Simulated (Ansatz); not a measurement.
`FC(F)[O][GeH3]` + HBr → `[GeH3][Br]` + `OC(F)F` at 600 K and 1 bar (ligand exchange at a Ge–O bond).

Program: Ansatz. Geometries: PBE0-D4/def2-TZVP. ΔE: electronic, gas phase. CCSD(T)/CBS adds triple-zeta CCSD(T) − MP2 to the extrapolated MP2 energy (def2 sets, frozen cores). For Br, Ge outer-core shells are correlated without core-valence functions, which leaves a few kJ/mol of doubt a bond. Scalar relativity is left out up to krypton. Each species was taken in one conformer, which may not be the lowest.

| species | CCSD(T)/CBS energy (Eh) | H − E (kJ/mol) | S (J/(mol·K)) |
| --- | --- | --- | --- |
| `FC(F)[O][GeH3]` | -2391.33860 | 189.6 | 428.4 |
| HBr | -2573.91920 | 33.5 | 219.1 |
| `[GeH3][Br]` | -4651.26096 | 96.2 | 322.2 |
| `OC(F)F` | -314.01610 | 133.8 | 325.1 |

H − E and S are ideal-gas, rigid-rotor, harmonic terms from PBE0-D4/def2-TZVP, for one conformer and one mirror image of each species. 1 Eh = 2625.50 kJ/mol, R = 8.31446 J/(mol·K).

By hand: ΔE, ΔH, ΔS and ΔG.

ΔE = (-4651.26096) + (-314.01610) − (-2391.33860) − (-2573.91920) = -0.01926 Eh = -50.6 kJ/mol. Δ(H − E) = 96.2 + 133.8 − 189.6 − 33.5 = 6.9, so ΔH = -43.7 kJ/mol. ΔS = 322.2 + 325.1 − 428.4 − 219.1 = -0.2 J/(mol·K). ΔG = -43.7 − 600 × (-0.2)/1000 = -43.6 kJ/mol.

By hand: the equilibrium constant, and the temperature at which ΔG would vanish if ΔH and ΔS stayed fixed.

log₁₀ K = −ΔG/(RT ln 10) = 3.8. ΔG = 0 at ΔH/ΔS = 218500 K, far beyond where these terms or the molecules hold.

The number of gas molecules stays the same, so ΔS is small and ΔH decides. A doubt of 5 kJ/mol in ΔE shifts log₁₀ K by 0.4 here. Other conformers and mirror images would add mixing entropy, several J/(mol·K) or more a flexible species. Modes under 60 cm⁻¹, often nearly free rotors, make the harmonic entropy too high. These are equilibria of isolated gas molecules and say nothing of rates. Largest T1 diagnostic: 0.012 (customary marks: 0.02 for closed shells, 0.045 for open ones).
